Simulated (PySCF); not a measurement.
C2H7NOSi.
SMILES: `CO/C=N/[SiH3]`

Torsions of this conformer, `[CH3:1][O:2]/[CH:3]=[N:4]/[SiH3:5]`: C1–O2–C3–N4 0°.

The closed-shell ground state was solved at several levels (PySCF, density fitting, gas phase, non-relativistic). The structure is a single PBE0-D3(BJ)/def2-SVP conformer in the gas phase; no vibrational or solvent corrections.

| level | basis functions | HOMO (eV) | LUMO (eV) | gap (eV) | dipole (D) |
| --- | --- | --- | --- | --- | --- |
| CAM-B3LYP/def2-SVPD | 163 | -9.02 | 1.08 | 10.10 | 0.90 |
| PBE0/pcSseg-1 | 127 | -7.56 | 0.07 | 7.63 | 0.95 |

(1) What might wB97X-D/pcSseg-2 (285 basis functions) give for the same quantities?

(2) Over all these levels, which gives the widest orbital gap and which the narrowest?

(3) How far do the dipole and the HOMO energy spread over the levels?

## Answers

(1) HOMO -9.49 eV, LUMO 1.79 eV, gap 11.28 eV, dipole 1.01 D.

(2) wB97X-D/pcSseg-2 (range-separated hybrid) has the widest, 11.28 eV, and PBE0/pcSseg-1 (global hybrid, 25 % exact exchange) the narrowest, 7.63 eV. Functional and basis both differ between the two, so the spread mixes both effects.

(3) The dipole runs from 0.90 to 1.01 D (mean 0.95 D) and the HOMO from -9.49 to -7.56 eV.
